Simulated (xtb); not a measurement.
F6Mo, triplet, from a rough starting geometry (GFN-xTB shapes and energies of metal compounds can be far from the true ones) (the multiplicity is a formal guess); GFN2-xTB run with xtb 6.7.1.

The xtb input:
```
$ xtb mol.xyz --gfn 2 --uhf 2 --opt vtight --json

# file mol.xyz
7

Mo     0.02199318    -0.02113715     0.04471997
F      1.03112758    -0.45139541    -1.31922674
F     -1.03715570     0.40222603     1.32955464
F     -1.07752525     0.71860362    -1.10314407
F     -0.83730087    -1.50452125    -0.12799110
F      0.83977268     1.53474837     0.16162164
F      1.05238931    -0.78386582     1.09415737
```

### Question
Write the output that xtb gives for this input, abridged.

### Answer

```
   ID    Z sym.   atoms
    1   42 Mo     1
    2    9 F      2-7

           -------------------------------------------------
          |                Calculation Setup                |
           -------------------------------------------------

           -------------------------------------------------
          |                 G F N 2 - x T B                 |
           -------------------------------------------------

          ...................................................
          :                      SETUP                      :
          :.................................................:
          :  # basis functions                  34          :
          :  # atomic orbitals                  33          :
          :  # shells                           15          :
          :  # electrons                        48          :
          :  max. iterations                   250          :
          :  Hamiltonian                  GFN2-xTB          :
          :  restarted?                      false          :
          :  GBSA solvation                  false          :
          :  PC potential                    false          :
          :  electronic temp.          300.0000000     K    :
          :  accuracy                    1.0000000          :
          :  -> integral cutoff          0.2500000E+02      :
          :  -> integral neglect         0.1000000E-07      :
          :  -> SCF convergence          0.1000000E-05 Eh   :
          :  -> wf. convergence          0.1000000E-03 e    :
          :  Broyden damping             0.4000000          :
          :  net charge                          0          :
          :  unpaired electrons                  2          :
          ...................................................

 iter      E             dE          RMSdq      gap      omega  full diag
   1    -30.5884452 -0.305884E+02  0.568E+00    0.23       0.0  T
   2    -30.5610651  0.273802E-01  0.571E+00    0.11       1.0  T
   3    -30.5484753  0.125897E-01  0.484E+00    0.14       1.0  T
   4    -30.5624259 -0.139505E-01  0.320E+00    0.16       1.0  T
   5    -30.5328933  0.295325E-01  0.368E+00    0.17       1.0  T
   6    -30.5901804 -0.572871E-01  0.242E+00    0.21       1.0  T
   7    -30.5915260 -0.134553E-02  0.178E+00    0.20       1.0  T
   8    -30.5575804  0.339455E-01  0.234E+00    0.18       1.0  T
   9    -30.6052817 -0.477012E-01  0.121E+00    0.17       1.0  T
  10    -30.6134893 -0.820766E-02  0.831E-01    0.18       1.0  T
  11    -30.6174016 -0.391231E-02  0.519E-01    0.18       1.0  T
  12    -30.6182506 -0.848932E-03  0.398E-01    0.18       1.0  T
  13    -30.6183064 -0.558761E-04  0.374E-01    0.18       1.0  T
  14    -30.6192919 -0.985461E-03  0.150E-01    0.18       1.0  T
  15    -30.6191998  0.920759E-04  0.137E-01    0.18       1.0  T
  16    -30.6193643 -0.164499E-03  0.718E-02    0.18       1.0  T
  17    -30.6193395  0.248462E-04  0.804E-02    0.18       1.0  T
  18    -30.6193961 -0.565962E-04  0.280E-02    0.18       1.4  T
  19    -30.6194031 -0.707282E-05  0.145E-02    0.18       2.6  T
  20    -30.6194047 -0.158446E-05  0.494E-03    0.18       7.7  T
  21    -30.6194049 -0.155799E-06  0.269E-03    0.18      14.1  T
  22    -30.6194049 -0.501065E-07  0.126E-03    0.18      30.0  T
  23    -30.6194049 -0.107916E-07  0.837E-04    0.18      45.1  T
  24    -30.6194049 -0.796831E-08  0.996E-05    0.18     379.4  T

   *** convergence criteria satisfied after 24 iterations ***

 transition dipole moment (au) for excitation:          24          25
     X       Y       Z
   0.0031   0.0082   0.0112  total (au/Debye):    0.014   0.036
 dE (eV)             :    6.286
 oscillator strength :  0.44054E-04

         :::::::::::::::::::::::::::::::::::::::::::::::::::::
         ::                     SUMMARY                     ::
         :::::::::::::::::::::::::::::::::::::::::::::::::::::
         :: total energy             -30.561387312312 Eh    ::
         :: gradient norm              0.143239431692 Eh/a0 ::
         :: HOMO-LUMO gap              0.181354219274 eV    ::
         ::.................................................::
         :: SCC energy               -30.619404087797 Eh    ::
         :: -> isotropic ES            0.128789977768 Eh    ::
         :: -> anisotropic ES         -0.002366542909 Eh    ::
         :: -> anisotropic XC         -0.001958985617 Eh    ::
         :: -> dispersion             -0.004603640586 Eh    ::
         :: repulsion energy           0.058016775486 Eh    ::
         :: add. restraining           0.000000000000 Eh    ::
         :: total charge               0.000000000000 e     ::
         :::::::::::::::::::::::::::::::::::::::::::::::::::::

      -----------------------------------------------------------
     |                   =====================                   |
     |                        A N C O P T                        |
     |                   =====================                   |
     |               Approximate Normal Coordinate               |
     |                Rational Function Optimizer                |
      -----------------------------------------------------------
      -----------------------------------------------------------
     |                   =====================                   |
     |                        A N C O P T                        |
     |                   =====================                   |
     |               Approximate Normal Coordinate               |
     |                Rational Function Optimizer                |
      -----------------------------------------------------------

          ...................................................
          :                      SETUP                      :
          :.................................................:
          :   optimization level         verytight          :
[...]
 * total energy  :   -30.6074470 Eh     change       -0.3604547E-03 Eh
 * total energy  :   -30.6082304 Eh     change       -0.7833424E-03 Eh
 * total energy  :   -30.6094928 Eh     change       -0.1262390E-02 Eh
 * total energy  :   -30.6090888 Eh     change        0.4040070E-03 Eh
 * total energy  :   -30.6109664 Eh     change       -0.1877634E-02 Eh
 * total energy  :   -30.6110575 Eh     change       -0.9113611E-04 Eh
 * total energy  :   -30.6111024 Eh     change       -0.4481829E-04 Eh
 * total energy  :   -30.6111118 Eh     change       -0.9441764E-05 Eh
 * total energy  :   -30.6111178 Eh     change       -0.5977261E-05 Eh
 * total energy  :   -30.6111197 Eh     change       -0.1915907E-05 Eh
 * total energy  :   -30.6111199 Eh     change       -0.2141276E-06 Eh
 * total energy  :   -30.6111202 Eh     change       -0.3348807E-06 Eh
 * total energy  :   -30.6111203 Eh     change       -0.3290774E-07 Eh
   *** GEOMETRY OPTIMIZATION CONVERGED AFTER 21 ITERATIONS ***
[...]
   1    -30.6394687 -0.306395E+02  0.832E-06    1.15       0.0  T
   2    -30.6394687  0.259202E-09  0.135E-04    1.15     279.3  T
   3    -30.6394687 -0.258492E-09  0.116E-05    1.15    3261.4  T

   *** convergence criteria satisfied after 3 iterations ***

 transition dipole moment (au) for excitation:          24          25
     X       Y       Z
  -0.0000  -0.0003  -0.0001  total (au/Debye):    0.000   0.001
 dE (eV)             :    3.574
 oscillator strength :  0.11852E-07

         :::::::::::::::::::::::::::::::::::::::::::::::::::::
         ::                     SUMMARY                     ::
         :::::::::::::::::::::::::::::::::::::::::::::::::::::
         :: total energy             -30.611120274605 Eh    ::
         :: gradient norm              0.000068008054 Eh/a0 ::
         :: HOMO-LUMO gap              1.154980011203 eV    ::
         ::.................................................::
         :: SCC energy               -30.639467398892 Eh    ::
         :: -> isotropic ES            0.132067056382 Eh    ::
         :: -> anisotropic ES         -0.001997400928 Eh    ::
         :: -> anisotropic XC         -0.001898928654 Eh    ::
         :: -> dispersion             -0.004460768917 Eh    ::
         :: repulsion energy           0.028347124287 Eh    ::
         :: add. restraining           0.000000000000 Eh    ::
         :: total charge               0.000000000010 e     ::
         :::::::::::::::::::::::::::::::::::::::::::::::::::::

           -------------------------------------------------
          |                Property Printout                |
           -------------------------------------------------

    * Orbital Energies and Occupations

         #    Occupation            Energy/Eh            Energy/eV
      -------------------------------------------------------------
         1        2.0000           -0.9390780             -25.5536
       ...           ...                  ...                  ...
        13        2.0000           -0.5885450             -16.0151
        14        2.0000           -0.5847092             -15.9107
        15        2.0000           -0.5774049             -15.7120
        16        2.0000           -0.5753484             -15.6560
        17        2.0000           -0.5738023             -15.6140
        18        2.0000           -0.5671625             -15.4333
        19        2.0000           -0.5668901             -15.4259
        20        2.0000           -0.5666587             -15.4196
        21        2.0000           -0.5645428             -15.3620
        22        1.9999           -0.5635528             -15.3351
        23        1.5814           -0.5552048             -15.1079
        24        1.4188           -0.5545813             -15.0909
        25        1.0000           -0.4232487             -11.5172 (HOMO)
        26                         -0.3808039             -10.3622 (LUMO)
        27                         -0.3649070              -9.9296
        28                         -0.0834003              -2.2694
        29                          0.1224177               3.3312
        30                          0.1362930               3.7087
        31                          0.2181450               5.9360
        32                          0.4450741              12.1111
        33                          0.4543275              12.3629
      -------------------------------------------------------------
                  HL-Gap            0.0424447 Eh            1.1550 eV
             Fermi-level           -0.4784595 Eh          -13.0195 eV

     #   Z          covCN         q      C6AA      α(0)
     1  42 Mo       4.399     1.359   315.682    36.543
     2   9 F        0.732    -0.223    11.483     4.002
     3   9 F        0.732    -0.223    11.481     4.002
     4   9 F        0.737    -0.233    11.592     4.021
     5   9 F        0.732    -0.223    11.483     4.002
     6   9 F        0.732    -0.223    11.482     4.002
     7   9 F        0.737    -0.233    11.592     4.021

 Mol. C6AA /au·bohr⁶  :       1392.382050
 Mol. C8AA /au·bohr⁸  :      72831.501429
 Mol. α(0) /au        :         60.592493

Wiberg/Mayer (AO) data.
largest (>0.10) Wiberg bond orders for each atom

 ---------------------------------------------------------------------------
     #   Z sym  total        # sym  WBO       # sym  WBO       # sym  WBO
 ---------------------------------------------------------------------------
     1  42 Mo   5.610 --     4 F    1.174     7 F    1.174     2 F    0.816
                             5 F    0.816     6 F    0.815     3 F    0.815
     2   9 F    1.031 --     1 Mo   0.816
     3   9 F    1.030 --     1 Mo   0.815
     4   9 F    1.340 --     1 Mo   1.174
     5   9 F    1.031 --     1 Mo   0.816
     6   9 F    1.030 --     1 Mo   0.815
     7   9 F    1.340 --     1 Mo   1.174
 ---------------------------------------------------------------------------

Topologies differ in total number of bonds
Writing topology from bond orders to xtbtopo.mol

molecular dipole:
                 x           y           z       tot (Debye)
 q only:       -0.000      -0.000      -0.000
   full:       -0.000      -0.000      -0.000       0.001
molecular quadrupole (traceless):
                xx          xy          yy          xz          yz          zz
 q only:       -1.419      -1.492       0.906       1.500       1.362       0.513
  q+dip:       -1.562      -2.272       0.811       2.525       1.130       0.751
   full:       -1.695      -2.339       0.918       2.565       1.299       0.777

optimized geometry written to: xtbopt.xyz

           -------------------------------------------------
          | TOTAL ENERGY              -30.611120274605 Eh   |
          | GRADIENT NORM               0.000068008054 Eh/α |
          | HOMO-LUMO GAP               1.154980011203 eV   |
           -------------------------------------------------

normal termination of xtb
```
